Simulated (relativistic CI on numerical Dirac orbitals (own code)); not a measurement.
## Electric-dipole lines of Br XV

These numbers are calculated, not measured: Dirac-Coulomb-Breit CI, separate exchange-only KLI orbitals for each configuration, model QED (radiative potential, 1s self-energy scaled to tabulated hydrogen-like ionisation energies), unscaled Slater integrals (own radial code, finite nucleus).

Configurations in the expansion (outside the closed core [Ne]): 3s2 3p6 3d3, 3s2 3p5 3d4, 3s 3p6 3d4, 3s2 3p6 3d2 4s, 3s2 3p6 3d2 4p, 3s2 3p6 3d2 4d, 3s2 3p6 3d2 4f, 3s2 3p5 3d3 4s, 3s2 3p6 3d 4s 4p, 3s2 3p6 3d2 5s, 3s2 3p5 3d3 4p, 3s2 3p6 3d2 5p, 3s2 3p6 3d2 5d, 3s2 3p6 3d 4p 4d, 3s2 3p6 3d2 5f, 3s 3p6 3d3 4s, 3s2 3p6 3d2 5g, 3s2 3p6 3d2 6s, 3s2 3p6 3d2 6p, 3s 3p6 3d3 4p, 3s2 3p6 3d2 6d, 3p6 3d4 4p, 3p6 3d5, 3p5 3d6, 3s2 3p6 3d 4s2, 3s2 3p6 4s2 4p, 3s2 3p6 4s2 4d, 3s2 3p6 4s2 4f, 3s2 3p6 3d 4p2, 3s2 3p6 4s 4p2, 3s2 3p6 4p3, 3s2 3p6 4p2 4d, 3s2 3p6 4p2 4f, 3s2 3p6 3d 4s 4d, 3s2 3p6 4s 4p 4d, 3s2 3p6 4s 4d2, 3s2 3p6 4s 4d 4f, 3s2 3p6 3d 4d2, 3s2 3p6 4p 4d2, 3s2 3p6 4d3, 3s2 3p6 4d2 4f, 3p6 3d4 4s, 3p5 3d5 4s, 3s 3p6 3d2 4s2, 3s 3p6 3d 4s2 4p, 3s 3p6 3d 4s2 4d, 3s 3p6 3d 4s2 4f. Double excitations out of closed p, d and f shells are left out; levels of such configurations are missing from the list, as are those of other unlisted configurations, and high levels can miss mixing partners. These lack a partner that the ground configuration has and come out too high: 3s2 3p5 3d3 4p.

```tsv
λ vac (nm)	Lower	Upper	A (s⁻¹)	E lower (eV)	E upper (eV)
8.7890	3s2 3p6 3d3 2G_7/2 [7]	3s2 3p5 3d4 2F°_5/2 [194]	4.86e+11	6.173	147.241
8.8129	3s2 3p6 3d3 2G_9/2 [9]	3s2 3p5 3d4 2F°_7/2 [195]	3.52e+11	6.564	147.249
8.8280	3s2 3p6 3d3 2F_7/2 [16]	3s2 3p5 3d4 2D°_5/2 [198]	3.68e+11	13.197	153.642
8.9050	3s2 3p6 3d3 2G_9/2 [9]	3s2 3p5 3d4 2G°_7/2 [193]	1.70e+11	6.564	145.793
8.9514	3s2 3p6 3d3 2H_9/2 [12]	3s2 3p5 3d4 2F°_7/2 [195]	1.64e+11	8.741	147.249
9.0016	3s2 3p6 3d3 4F_7/2 [3]	3s2 3p5 3d4 2F°_5/2 [182]	2.55e+11	1.272	139.008
9.0232	3s2 3p6 3d3 4F_5/2 [2]	3s2 3p5 3d4 4D°_3/2 [178]	3.13e+11	0.586	137.992
9.0387	3s2 3p6 3d3 4F_9/2 [4]	3s2 3p5 3d4 2F°_7/2 [184]	2.27e+11	1.993	139.164
9.0397	3s2 3p6 3d3 4F_7/2 [3]	3s2 3p5 3d4 4P°_5/2 [181]	1.09e+11	1.272	138.426
9.0465	3s2 3p6 3d3 2H_9/2 [12]	3s2 3p5 3d4 2G°_7/2 [193]	6.26e+11	8.741	145.793
9.0627	3s2 3p6 3d3 2H_11/2 [13]	3s2 3p5 3d4 2G°_9/2 [192]	8.23e+11	8.790	145.598
9.0721	3s2 3p6 3d3 4F_3/2 [1]	3s2 3p5 3d4 4D°_1/2 [173]	6.35e+11	0.000	136.665
9.0878	3s2 3p6 3d3 4F_9/2 [4]	3s2 3p5 3d4 4D°_7/2 [180]	3.93e+11	1.993	138.422
9.1146	3s2 3p6 3d3 4F_7/2 [3]	3s2 3p5 3d4 2F°_5/2 [175]	1.01e+11	1.272	137.300
9.2024	3s2 3p6 3d3 4F_5/2 [2]	3s2 3p5 3d4 4P°_3/2 [172]	1.43e+11	0.586	135.316
9.2490	3s2 3p6 3d3 2F_7/2 [16]	3s2 3p5 3d4 2F°_7/2 [195]	1.85e+11	13.197	147.249
9.2668	3s2 3p6 3d3 2F_5/2 [17]	3s2 3p5 3d4 2F°_5/2 [194]	2.47e+11	13.446	147.241
9.2669	3s2 3p6 3d3 2D_3/2 [19]	3s2 3p5 3d4 2D°_3/2 [199]	5.02e+11	20.661	154.453
9.2916	3s2 3p6 3d3 2D_3/2 [10]	3s2 3p5 3d4 2P°_1/2 [187]	5.21e+11	7.694	141.131
9.2955	3s2 3p6 3d3 2G_9/2 [9]	3s2 3p5 3d4 2F°_7/2 [186]	1.79e+11	6.564	139.944
9.3079	3s2 3p6 3d3 2D_5/2 [18]	3s2 3p5 3d4 2D°_5/2 [198]	4.30e+11	20.439	153.642
9.3829	3s2 3p6 3d3 2F_7/2 [16]	3s2 3p5 3d4 2D°_5/2 [191]	2.35e+11	13.197	145.336
9.3905	3s2 3p6 3d3 4P_5/2 [8]	3s2 3p5 3d4 4P°_5/2 [181]	1.75e+11	6.395	138.426
9.5166	3s2 3p6 3d3 2H_11/2 [13]	3s2 3p5 3d4 2H°_11/2 [183]	5.93e+11	8.790	139.072
9.6039	3s2 3p6 3d3 2H_9/2 [12]	3s2 3p5 3d4 2H°_9/2 [176]	4.99e+11	8.741	137.839
9.6325	3s2 3p6 3d3 4F_9/2 [4]	3s2 3p5 3d4 2G°_9/2 [163]	6.13e+10	1.993	130.707
9.7164	3s2 3p6 3d3 2G_7/2 [7]	3s2 3p5 3d4 2G°_7/2 [168]	1.20e+11	6.173	133.775
9.7231	3s2 3p6 3d3 2G_9/2 [9]	3s2 3p5 3d4 2G°_9/2 [171]	3.24e+11	6.564	134.079
9.7820	3s2 3p6 3d3 2F_7/2 [16]	3s2 3p5 3d4 2F°_7/2 [186]	1.69e+11	13.197	139.944
9.9278	3s2 3p6 3d3 4F_7/2 [3]	3s2 3p5 3d4 4F°_7/2 [155]	1.57e+11	1.272	126.158
9.9287	3s2 3p6 3d3 2G_7/2 [7]	3s2 3p5 3d4 2F°_7/2 [164]	1.30e+11	6.173	131.047
9.9442	3s2 3p6 3d3 4F_9/2 [4]	3s2 3p5 3d4 4F°_9/2 [157]	2.40e+11	1.993	126.673
9.9846	3s2 3p6 3d3 4F_7/2 [3]	3s2 3p5 3d4 2F°_7/2 [151]	6.33e+10	1.272	125.447
9.9872	3s2 3p6 3d3 2G_9/2 [9]	3s2 3p5 3d4 2G°_9/2 [163]	1.24e+11	6.564	130.707
9.9949	3s2 3p6 3d3 4F_5/2 [2]	3s2 3p5 3d4 4F°_5/2 [149]	1.60e+11	0.586	124.634
10.044	3s2 3p6 3d3 2G_7/2 [7]	3s2 3p5 3d4 2G°_7/2 [162]	1.12e+11	6.173	129.619
10.125	3s2 3p6 3d3 4F_3/2 [1]	3s2 3p5 3d4 4F°_3/2 [143]	1.16e+11	0.000	122.449
10.208	3s2 3p6 3d3 2G_9/2 [9]	3s2 3p5 3d4 2H°_11/2 [160]	6.65e+10	6.564	128.022
10.424	3s2 3p6 3d3 2P_3/2 [15]	3s2 3p5 3d4 2D°_5/2 [161]	1.71e+11	9.804	128.744
10.624	3s2 3p6 3d3 4F_9/2 [4]	3s2 3p5 3d4 2H°_11/2 [129]	6.81e+10	1.993	118.697
10.728	3s2 3p6 3d3 4F_9/2 [4]	3s2 3p5 3d4 4G°_11/2 [122]	4.71e+10	1.993	117.566
10.876	3s2 3p6 3d3 4F_5/2 [2]	3s2 3p5 3d4 4G°_7/2 [114]	6.13e+10	0.586	114.588
11.022	3s2 3p6 3d3 4F_7/2 [3]	3s2 3p5 3d4 4G°_9/2 [109]	8.41e+10	1.272	113.760
11.207	3s2 3p6 3d3 4F_9/2 [4]	3s2 3p5 3d4 4G°_11/2 [104]	5.75e+10	1.993	112.627
11.321	3s2 3p6 3d3 2H_11/2 [13]	3s2 3p5 3d4 2I°_13/2 [126]	6.75e+10	8.790	118.311
```

Terms are leading LS components. Brackets give the number of a level in order of energy, since labels repeat. The list gives strong lines, with weight on those to low levels, without lines whose two gauges differ by over a factor of 2.5, among the lowest 400 of 3548 levels, so that lines to higher ones, which can be the strongest, are missing. Levels whose partners in the same complex of configurations lie outside the list can be far off, and so can their lines. Rates are taken at the computed energies, electric ones in the length gauge.

At this charge energies of transitions that change n are usually good to better than 1 %, and those within a shell (Δn = 0) to a few per cent. Terms inside the open d or f shell come out 10 to 20 % too wide with unscaled integrals.

LS names give the leading component of a level, which can be under half, so a name can repeat, a term be missing and a line seem to break the LS rules.
